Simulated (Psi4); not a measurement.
HS, doublet, at a GFN2-xTB geometry. Base run: PBE0/pcseg-1 (Psi4).

Geometry (Å):
```xyz
2

S      0.0000     0.0000    -0.0783
H      0.0000     0.0000     1.2522
```
Charge 0, spin multiplicity 2.
Orbitals are unrestricted.
All else is at Psi4's defaults (density fitting).
Base energy -398.58258 Eh.

Each row names what was changed in the base input (with any setting that the change needs).

```
change                           ΔE vs base (mEh)  SCF cycles  grid points  basis functions
-------------------------------  ----------------  ----------  -----------  ---------------
base                                        0.000           7        42925               23
guess = sapgau                              0.000           7        42925               23
scf_type = cd                               0.010           7        42925               23
scf_initial_accelerator = ediis             0.000           7        42925               23
guess = modhuckel                           0.000           8        42925               23
scf_type = out_of_core                      0.024           7        42925               23
scf_type = pk                               0.024           7        42925               23
scf_type = dfdirj+link                     -0.009           7        42925               23
scf_type = mem_df                           0.000           7        42925               23
guess = sap                                 0.000           8        42925               23
dft_radial_points = 150                     0.001           7        85488               23
guess = core                                0.000          10        42925               23
scf_type = dfdirj+cosx                     -0.214           8        42925               23
```

Open shells are given as the SCF converged; they aren't shown to be the lowest states, and a large step between rows can be another state.
